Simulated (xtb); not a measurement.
C6H12O2 (SMILES COC(=O)C(C)(C)C), singlet, at a GFN2-xTB geometry. Base run: GFN0-xTB (xtb).

Geometry (Å):
```xyz
20

C      2.6596     0.3198    -0.5171
O      1.4261     0.3343     0.1851
C      0.3580    -0.1068    -0.4943
O      0.4208    -0.4949    -1.6307
C     -0.9087    -0.0476     0.3521
C     -1.1466     1.4080     0.7679
C     -0.7047    -0.9228     1.5932
C     -2.0852    -0.5635    -0.4748
H      2.9188    -0.7005    -0.8073
H      2.5904     0.9325    -1.4183
H      3.4038     0.7240     0.1644
H     -2.0462     1.4749     1.3757
H     -1.2751     2.0388    -0.1092
H     -0.3050     1.7810     1.3456
H     -1.5974    -0.8953     2.2140
H     -0.5165    -1.9549     1.3051
H      0.1391    -0.5642     2.1770
H     -2.9993    -0.5286     0.1125
H     -2.2155     0.0431    -1.3673
H     -1.9064    -1.5884    -0.7893
```
Charge 0, spin multiplicity 1.
All else is at xtb's defaults.
Base energy -25.92214 Eh.

The base run was repeated with changes; each row names its change, and settings that it needs were set with it.

```json
[
 {"change": "base", "ΔE vs base (kcal/mol)": "0.000", "HOMO-LUMO gap (eV)": "4.49"},
 {"change": "etemp = 5000", "ΔE vs base (kcal/mol)": "-0.274", "HOMO-LUMO gap (eV)": "4.49"},
 {"change": "acc = 1000", "ΔE vs base (kcal/mol)": "0.000", "HOMO-LUMO gap (eV)": "4.49"},
 {"change": "etemp = 1000", "ΔE vs base (kcal/mol)": "0.000", "HOMO-LUMO gap (eV)": "4.49"},
 {"change": "acc = 0.1", "ΔE vs base (kcal/mol)": "0.000", "HOMO-LUMO gap (eV)": "4.49"}
]
```
